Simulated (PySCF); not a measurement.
CH5BrFNSi. Atoms are numbered in the order given.

```xyz
10

C      1.9522     0.7441     0.9313
Si     0.2962    -0.0898     0.7657
N     -0.8680     0.5720     1.8434
F      0.5354    -1.7045     0.9731
Br    -0.5429     0.1246    -1.2977
H      1.8723     1.8223     0.6929
H      2.6870     0.2808     0.2443
H      2.3377     0.6381     1.9666
H     -0.6391     0.6640     2.8365
H     -1.8598     0.3638     1.7080
```
Charge 0, spin multiplicity 1.

Geometry optimised at PBE-D3(BJ)/def2-SVP. The structure was generated by enumeration, and PubChem lists no compound with its InChIKey, so it may never have been made. Other conformers were not sampled.

These are PBE-D3(BJ)/def2-SVP in PySCF values and carry that method's errors.

Frequencies are harmonic and unscaled.

Estimate the vibrational spectrum. (Estimate from the structure and the level; the computed values follow.)


```
mode  ν (cm⁻¹)  IR (km/mol)   moving atoms (share of kinetic energy)
----  --------  -----------  ---------------------------------------
1          133          3.5                                   H 83 %
2          142          8.9                   H 60 %, F 19 %, N 11 %
3          151          0.8   C 35 %, H 28 %, Br 11 %, N 11 %, F 9 %
4          229          2.6           F 42 %, Br 28 %, H 14 %, N 8 %
5          238          1.5  H 24 %, Si 21 %, N 20 %, F 17 %, C 13 %
6          251         21.8                   H 65 %, N 15 %, F 10 %
7          298         32.3  H 30 %, F 24 %, Si 18 %, N 18 %, C 10 %
8          371        132.3                   H 58 %, N 23 %, Si 9 %
9          421         86.3         Si 43 %, H 16 %, N 15 %, Br 14 %
10         677         30.4           C 37 %, H 30 %, Si 17 %, F 8 %
11         719          1.7                   H 71 %, C 14 %, N 10 %
12         765          9.4                   H 64 %, C 21 %, F 10 %
13         839        183.6           H 53 %, Si 21 %, N 10 %, F 9 %
14         848        114.3          Si 37 %, H 25 %, N 16 %, F 16 %
15         918        152.1          Si 48 %, N 23 %, F 15 %, H 12 %
16        1226         32.5                           H 77 %, C 23 %
17        1375          6.0                                   H 96 %
18        1380          2.3                                   H 96 %
19        1481         55.8                           H 89 %, N 11 %
20        2984          0.7                                   H 97 %
21        3082          1.5                            H 91 %, C 9 %
22        3101          0.3                            H 91 %, C 9 %
23        3492         30.7                                   H 96 %
24        3592         33.2                            H 91 %, N 9 %
```
